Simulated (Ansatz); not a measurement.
A nudged elastic band was laid between two geometries of BrH + H4Sn (7 atoms, charge 0, multiplicity 1).

Method: RKS PBE0-D4/def2-SVP in Ansatz 0.2.0.

- movable images: 7
- climbing image: yes
- spring: 5.0 eV/Å²
- optimiser: quadratic models (default)
- start path: through a guess of the saddle point
- force threshold: 0.05 eV/Å
- iteration limit: 60
- end points: relaxed

Image 0:

```xyz
7
Properties=species:S:1:pos:R:3
Sn 0.311 0.000 -0.157
H 0.185 0.000 1.556
H 1.970 0.000 -0.577
H -0.448 1.403 -0.767
H -0.448 -1.403 -0.767
Br -3.349 0.000 1.876
H -1.973 0.000 2.245
```

Image 8:

```xyz
7
Properties=species:S:1:pos:R:3
Sn -0.469 0.000 -0.753
H 0.061 0.000 3.503
H 0.836 0.000 0.346
H -0.526 1.418 -1.701
H -0.526 -1.418 -1.701
Br -2.554 0.000 0.635
H -0.573 0.000 3.080
```

Problem. What changes between the two ends?

Solution. Bonds broken: Sn1–H2, Br6–H7. Bonds formed: Sn1–Br6, H2–H7. BrH + H4Sn becomes BrH3Sn + H2.

Problem. Give the energies along the band, and the barrier.

Solution. The run converged. The highest image is number 3 of 0 to 8, 1.14 eV above the first end and 1.88 eV above the last; the last end lies 0.74 eV below the first. A vibrational analysis at the climbing image gives one clearly imaginary mode, 934i cm⁻¹: a first-order saddle point. The orbitals stay closed-shell, which can raise the energy where a bond breaks towards radicals; this wasn't checked here.

| image | path coordinate (Å) | energy (eV) | Sn1–H2 (Å) | Br6–H7 (Å) | Sn1–Br6 (Å) |
| --- | --- | --- | --- | --- | --- |
| 0 | 0.00 | 0.00 | 1.72 | 1.42 | 4.19 |
| 1 | 0.59 | 0.04 | 1.73 | 1.44 | 3.77 |
| 2 | 1.18 | 0.41 | 1.77 | 1.49 | 3.29 |
| 3 | 1.77 | 1.14 | 1.99 | 1.85 | 2.97 |
| 4 | 2.36 | 0.47 | 2.33 | 2.19 | 2.69 |
| 5 | 2.95 | -0.21 | 2.73 | 2.43 | 2.55 |
| 6 | 3.54 | -0.58 | 3.18 | 2.64 | 2.51 |
| 7 | 4.14 | -0.72 | 3.72 | 2.91 | 2.51 |
| 8 | 4.73 | -0.74 | 4.29 | 3.15 | 2.50 |

Problem. What is the geometry of the highest image?

Solution. 
```xyz
7
Properties=species:S:1:pos:R:3
Sn -0.176 0.000 -0.133
H -0.041 0.000 1.858
H 1.550 0.000 -0.022
H -0.689 1.487 -0.774
H -0.689 -1.487 -0.774
Br -2.743 0.000 1.364
H -0.964 0.000 1.889
```

Problem. What are the harmonic wavenumbers there?

Solution. 934i, 102, 180, 465, 510, 658, 708, 744, 917, 954, 1328, 1884, 1969, 2002, 2181 cm⁻¹.

Run time: 4.6 min on 1 thread of Arm Neoverse V1, on a shared host, peak memory 0.21 GiB.
